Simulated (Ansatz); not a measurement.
Consider the ligand exchange at a Ga–C bond: `[CH3][Ga]([Br])[Br]` + `O[SiH3]` → `[SiH3][O][Ga]([Br])[Br]` + CH₄.

Gas-phase electronic energies from Ansatz, PBE0-D4/def2-TZVP geometries. CBS: MP2 limit from def2 TZ/QZ plus the TZ coupled-cluster correction, frozen cores. This one scheme is used for every species. Functionals use def2-TZVPP. B3LYP here is the variant with VWN-RPA as its local correlation; programs differ in this. For Br, Ga outer-core shells are correlated without core-valence functions, which leaves a few kJ/mol of doubt a bond. Scalar relativity is left out up to krypton. Each species was taken in one conformer, which may not be the lowest.

(1) Is it downhill or uphill in electronic energy at CCSD(T)/CBS, and by how much? (Estimate.)

(2) What do these levels give: LDA (SPW92), B3LYP-D4, CAM-B3LYP-D4, ωB97M-V, r2SCAN0, LC-ωPBE, RPA@PBE/def2-TZVPP, MP2/def2-SVP, HF/def2-TZVPP, SCS-MP2/def2-QZVPP, HF/CBS(def2), MP2/CBS(def2)? (Estimate.)

Largest T1 diagnostic among the species: 0.011.

Answers

(1) Ansatz gave: Downhill: ΔE = -67.2 kJ/mol.

(2) The calculation gave: LDA (SPW92) -55.0, B3LYP-D4 -71.8, CAM-B3LYP-D4 -73.2, ωB97M-V -65.8, r2SCAN0 -67.9, LC-ωPBE -64.7, RPA@PBE/def2-TZVPP -74.0, MP2/def2-SVP -92.0, HF/def2-TZVPP -82.5, SCS-MP2/def2-QZVPP -74.3, HF/CBS(def2) -84.0, MP2/CBS(def2) -67.0 kJ/mol.

From BLYP to BHLYP (50 % exact exchange), in def2-TZVPP and without D4, ΔE moves by −7.3 kJ/mol. In def2-TZVPP, CCSD(T) changes the Hartree–Fock value by +8.6 kJ/mol (the triples alone add +0.0 kJ/mol) and MP2 by +8.8 kJ/mol. At CCSD(T), def2-SVP lies −25.2 kJ/mol from the extrapolated value and def2-TZVPP −6.7 kJ/mol.
